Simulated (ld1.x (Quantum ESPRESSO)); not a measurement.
N (Z = 7): variants of one PAW potential

Base potential:

| Quantity | Value |
| --- | --- |
| Element | nitrogen (N) |
| Generator | ld1.x (Quantum ESPRESSO) 7.5 |
| Type | PAW |
| Functional | PBEsol |
| Relativity | scalar-relativistic |
| Frozen core | [He] |
| Valence charge | 5 |
| Reference configuration | 2s2 2p3 |
| Partial waves | 2s (bound): rcut 0.85, rcutus 1.05 bohr; 2s channel at -0.5 Ry: rcut 0.85, rcutus 1.05 bohr; 2p (bound): rcut 1.85, rcutus 2.20 bohr; 2p channel at 2.85 Ry: rcut 1.85, rcutus 2.20 bohr; 3d channel at -0.15 Ry: rcut 1.55, rcutus 1.85 bohr |
| Local potential | all-electron potential smoothed inside 1.95 bohr (lloc = -1) |
| Core correction | Bessel-smoothed model core inside 0.90 bohr |
| Augmentation charge | PSQ, inside the norm-conserving radii |

All-electron outer shells of the reference configuration (PBEsol, scalar-relativistic, ld1.x):

```tsv
shell	level (eV)	outermost node (bohr)	outermost maximum (bohr)
1s	-383.09	–	0.15
2s	-18.46	0.32	1.02
2p	-7.04	–	0.98
```

Cutoffs, loose and tight: the cutoffs (Ry, on a coarse ladder) from which the occupation-weighted sum of valence levels, in a spherical-Bessel basis at the reference potential, stays within 10 and 1 mRy of its value at 400 Ry. They do not see the model core or the augmentation charge, which bear on the density cutoff. Test errors are all-electron minus pseudo excitation energies from the reference, over the configurations 2s2 2p2; 2s2 2p1; 2s2 2p0; 2s0 2p5; 2s2 2p2.5; 2s1 2p4; 2s2 2p3.3. A dash means not determined; rows that change the core or the reference have their own tests.

| change | outcome | cutoff, loose | cutoff, tight | bound ghosts | largest test error (meV) |
| --- | --- | --- | --- | --- | --- |
| base | generated | 15 Ry | 30 Ry | none | -6.2 |
| wave 2s channel at -0.5 Ry: rcut 0.85, rcutus 1.05 bohr becomes 2s channel at -1.19 Ry: rcut 0.85, rcutus 1.05 bohr | generated | 15 Ry | 30 Ry | none | -5.2 |
| wave 2s channel at -0.5 Ry: rcut 0.85, rcutus 1.05 bohr becomes 2s channel at -1.12 Ry: rcut 0.85, rcutus 1.05 bohr | generated | 15 Ry | 30 Ry | none | -5.3 |
| wave 2s channel at -0.5 Ry: rcut 0.85, rcutus 1.05 bohr becomes 2s channel at -0.89 Ry: rcut 0.85, rcutus 1.05 bohr | generated | 15 Ry | 30 Ry | none | -5.6 |
| wave 2s channel at -0.5 Ry: rcut 0.85, rcutus 1.05 bohr becomes 2s channel at -0.36 Ry: rcut 0.85, rcutus 1.05 bohr | generated | 15 Ry | 30 Ry | none | -6.2 |
| wave 2s channel at -0.5 Ry: rcut 0.85, rcutus 1.05 bohr becomes 2s channel at 0.5 Ry: rcut 0.85, rcutus 1.05 bohr | generated | 15 Ry | 30 Ry | none | -5.8 |
| wave 2s channel at -0.5 Ry: rcut 0.85, rcutus 1.05 bohr becomes 2s channel at 2.17 Ry: rcut 0.85, rcutus 1.05 bohr | generated | 15 Ry | 30 Ry | none | -5.7 |
| wave 2s channel at -0.5 Ry: rcut 0.85, rcutus 1.05 bohr becomes 2s channel at 3.58 Ry: rcut 0.85, rcutus 1.05 bohr | generated | 15 Ry | 30 Ry | none | -6.3 |
